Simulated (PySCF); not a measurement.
3-fluoropenta-1,4-diene (C₅H₇F), SMILES C=CC(F)C=C.

Geometry optimised at PBE-D3(BJ)/def2-SVP. One conformer was computed; it need not be the lowest.

Calculation: PBE-D3(BJ)/def2-SVP (PySCF).

Harmonic, unscaled wavenumbers; measured fundamentals usually lie a few per cent lower.

Computed harmonic wavenumbers and intensities:
| mode | ν (cm⁻¹) | IR (km/mol) | moving atoms (share of kinetic energy) |
|---|---|---|---|
| 1 | 77 | 0.0 | C 62 %, H 32 % |
| 2 | 113 | 0.4 | C 48 %, H 37 %, F 15 % |
| 3 | 239 | 1.0 | C 55 %, H 39 % |
| 4 | 293 | 1.9 | C 50 %, H 39 %, F 10 % |
| 5 | 333 | 4.7 | F 37 %, H 36 %, C 26 % |
| 6 | 457 | 6.1 | C 41 %, H 36 %, F 23 % |
| 7 | 478 | 4.1 | C 59 %, H 34 % |
| 8 | 654 | 5.9 | H 43 %, C 40 %, F 17 % |
| 9 | 686 | 3.7 | C 50 %, H 48 % |
| 10 | 868 | 6.9 | H 53 %, C 44 % |
| 11 | 916 | 23.5 | H 72 %, C 28 % |
| 12 | 917 | 40.1 | H 73 %, C 27 % |
| 13 | 946 | 11.4 | H 61 %, C 37 % |
| 14 | 986 | 56.8 | H 76 %, C 19 % |
| 15 | 991 | 4.8 | H 87 %, C 11 % |
| 16 | 1009 | 19.7 | H 48 %, C 42 %, F 10 % |
| 17 | 1048 | 48.2 | C 48 %, H 40 %, F 12 % |
| 18 | 1157 | 4.4 | C 51 %, H 49 % |
| 19 | 1241 | 4.2 | H 74 %, C 26 % |
| 20 | 1246 | 1.5 | H 78 %, C 21 % |
| 21 | 1264 | 17.2 | H 71 %, C 28 % |
| 22 | 1288 | 5.3 | H 72 %, C 28 % |
| 23 | 1371 | 13.6 | H 83 %, C 17 % |
| 24 | 1388 | 12.9 | H 79 %, C 21 % |
| 25 | 1672 | 4.0 | C 89 %, H 11 % |
| 26 | 1678 | 0.2 | C 89 %, H 11 % |
| 27 | 2931 | 24.2 | H 92 % |
| 28 | 3069 | 6.1 | H 95 % |
| 29 | 3074 | 4.9 | H 95 % |
| 30 | 3090 | 4.7 | H 91 %, C 9 % |
| 31 | 3094 | 2.5 | H 91 %, C 9 % |
| 32 | 3170 | 6.2 | H 89 %, C 11 % |
| 33 | 3175 | 4.7 | H 89 %, C 11 % |
